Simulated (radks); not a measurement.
Problem. Radial electron density D(r) = 4 pi r^2 rho(r) of an atom or ion with 44 electrons. Calculated with a radial shooting solver on a logarithmic mesh with Libxc functionals: non-relativistic Kohn-Sham, BLYP, spin-polarised, spherical densities, point nucleus.

r (bohr),D(r) (e/bohr),spin D(r)
0.0022,3.182,-0.0000332
0.0025,4.000,-0.0000418
0.002864,5.081,-0.0000531
0.003281,6.424,-0.0000671
0.003759,8.077,-0.0000843
0.004307,10.09,-0.000105
0.004934,12.52,-0.000131
0.005653,15.41,-0.000161
0.006477,18.78,-0.000196
0.007421,22.65,-0.000236
0.008502,26.99,-0.000281
0.009662,31.43,-0.000327
0.01107,36.40,-0.000379
0.01268,41.41,-0.000432
0.01453,46.18,-0.000484
0.01665,50.36,-0.000531
0.01907,53.60,-0.000571
0.02185,55.56,-0.000599
0.02503,56.06,-0.000607
0.02868,55.12,-0.000579
0.03286,53.08,-0.000475
0.03765,50.64,-0.000207
0.04279,48.82,0.000362
0.04902,48.34,0.00164
0.05616,50.11,0.00424
0.06434,54.30,0.00921
0.07372,60.19,0.0181
0.08446,66.17,0.0333
0.09676,70.20,0.0572
0.1109,70.50,0.0925
0.127,66.54,0.141
0.1455,59.54,0.200
0.1654,52.61,0.261
0.1895,47.86,0.321
0.2171,47.57,0.361
0.2487,51.05,0.362
0.2849,55.10,0.313
0.3264,55.79,0.217
0.374,50.78,0.100
0.4285,40.82,0.0101
0.4909,29.27,0.00266
0.5624,19.98,0.122
0.6444,15.13,0.379
0.7323,14.27,0.715
0.839,15.20,1.09
0.9613,15.72,1.39
1.101,14.61,1.53
1.262,12.07,1.49
1.446,8.977,1.29
1.656,6.127,1.02
1.897,3.916,0.733
2.174,2.377,0.480
2.491,1.374,0.285
2.831,0.7778,0.158
3.243,0.3950,0.0746
3.715,0.1818,0.0305
4.257,0.07389,0.0104
4.877,0.02575,0.00280
5.587,0.007497,0.000543

What is the nuclear charge?

Solution. Z = 45. The innermost maximum, from 1s, lies near 1/Z = 0.0222 bohr (found: 0.0244), and its height grows with Z. The density is that of the rhodium ion Rh+ in [Kr] 4d8; the configuration itself is not fixed sharply by these data, and Z only to a few units. D(r) has 4 maxima, at r = 0.0244, 0.105, 0.311, 0.946 bohr, and minima at 0.0475, 0.204, 0.715 bohr, inside which lie 2.04, 11.21, 29.04 electrons.
